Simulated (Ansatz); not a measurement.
Program: Ansatz. Geometries: PBE0-D4/def2-TZVP. ΔE: electronic, gas phase. CCSD(T)/CBS adds triple-zeta CCSD(T) − MP2 to the extrapolated MP2 energy (def2 sets, frozen cores). This one scheme is used for every species. Functionals use def2-TZVPP. B3LYP here is the variant with VWN-RPA as its local correlation; programs differ in this. Each species was taken in one conformer, which may not be the lowest.

Reaction (silylene formation by 1,1-elimination): `C[SiH](N)BF` → `BF` + `C[Si]N`

`C[SiH](N)BF`:

Cartesian coordinates in Å:
```
C -1.111 -0.270 1.181
Si 0.357 0.321 0.165
N 1.623 -0.826 -0.071
B -0.263 0.884 -1.692
F -1.101 1.902 -1.825
H -1.847 0.532 1.292
H -1.607 -1.124 0.713
H -0.792 -0.572 2.182
H 0.941 1.488 0.891
H 2.172 -1.175 0.698
H 1.564 -1.505 -0.811
H 0.062 0.346 -2.723
```

`BF`:

Cartesian coordinates in Å:
```
B -0.048 0.006 -0.011
F 1.229 -0.143 0.272
H -0.843 -0.577 0.670
H -0.338 0.715 -0.931
```

`C[Si]N`:

Z-matrix (Å, degrees):
```
C
Si 1 1.904
H 1 1.094 2 110.7
H 1 1.094 2 115.0 3 123.8
H 1 1.098 2 107.9 3 -115.7
N 2 1.709 1 98.7 3 -143.5
H 6 1.008 2 121.7 1 -178.3
H 6 1.010 2 126.1 1 1.4
```

(1) Is it downhill or uphill in electronic energy at CCSD(T)/CBS, and by how much? (An estimate is asked.)

(2) What do these levels give: PBE-D4, PBE0-D4, B3LYP-D4, B3LYP, HF/def2-TZVPP, CCSD(T)/def2-TZVPP, HF/def2-QZVPP, MP2/def2-QZVPP, SCS-MP2/def2-QZVPP, HF/CBS(def2), MP2/CBS(def2), CCSD/CBS(def2)? (Estimate.)

Largest T1 diagnostic among the species: 0.013.

Answers

(1) Ansatz gave: Uphill: ΔE = +122.9 kJ/mol.

(2) Computed: PBE-D4 125.7, PBE0-D4 136.1, B3LYP-D4 116.7, B3LYP 106.0, HF/def2-TZVPP 112.1, CCSD(T)/def2-TZVPP 118.4, HF/def2-QZVPP 111.6, MP2/def2-QZVPP 127.8, SCS-MP2/def2-QZVPP 121.5, HF/CBS(def2) 111.5, MP2/CBS(def2) 129.9, CCSD/CBS(def2) 122.5 kJ/mol.

From PBE to PBE0 (25 % exact exchange), in def2-TZVPP and without D4, ΔE moves by +11.1 kJ/mol. The D4 term adds +10.6 kJ/mol with B3LYP and +6.1 kJ/mol with PBE0; it sums over pairs of atoms, weighted by their polarisabilities, and B3LYP, whose exchange is more repulsive, gets the larger term.
